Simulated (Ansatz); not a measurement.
C₂H₆Be, charge -1, doublet, at a GFN2-xTB geometry (such geometries of metal compounds can be far from the true shape) (a state made from the parent by changing its charge; the spin is typed, not shown lowest) (a gas-phase anion, which may not be bound at this level); SVWN5/def2-TZVP (Ansatz, a quantum-chemistry and plane-wave program).

Here is a job for Ansatz.
Ansatz 0.2 input:
```yaml
crystal:
  periodic: [false, false, false]
  atoms:
    - {symbol: Be, position_ang: [-0.49330245, 0.64118837, -0.51611087]}
    - {symbol: C, position_ang: [1.24574494, 0.06247317, -0.90022893]}
    - {symbol: H, position_ang: [1.26363474, -1.03342580, -1.01743396]}
    - {symbol: H, position_ang: [1.91122315, 0.26905777, -0.04599114]}
    - {symbol: H, position_ang: [1.79075906, 0.44963440, -1.78247158]}
    - {symbol: C, position_ang: [-1.12804535, -0.21545763, 1.02337050]}
    - {symbol: H, position_ang: [-1.11134760, -1.30872602, 0.88284988]}
    - {symbol: H, position_ang: [-2.13882794, 0.00278119, 1.41830932]}
    - {symbol: H, position_ang: [-0.44842916, -0.02616823, 1.87033152]}
basis:
  gaussian:
    orbitals: def2-TZVP
    point_charges:
      - {charge: 1.0, position_ang: [1.5151, -3.8793, -3.8047]}
hamiltonian:
  xc: {name: SVWN5}
total_charge: -1
magnetization: {spin_polarized: true, initial_magnetization: 1}
```

Write the output that Ansatz gives for this input, abridged.


```
Functional definition: SVWN5
765 factors; their error is unknown
mean field evaluation 1: about -2539.3017 eV, gradient 4.4e1 eV
mean field evaluation 2: about -2510.3971 eV, gradient 7.6e1 eV
mean field evaluation 4: about -2548.5669 eV, gradient 5.5e0 eV
mean field evaluation 8: about -2548.7484 eV, gradient 1.4e-1 eV
mean field evaluation 16: about -2548.7269 eV, gradient 1.3e-4 eV
mean field -2548.72693847 eV, -93.6639873996 hartree, gradient 2.3e-5 eV, S^2 0.751233; 0 other end points of the search recorded, 0 dependent functions left out
reference -2548.72699170 eV, -93.6639893556 hartree; 12, 11 occupied and 105, 106 virtual orbitals, 765 factors
Total energy: -2548.72699170 eV, -93.6639893556 hartree
```
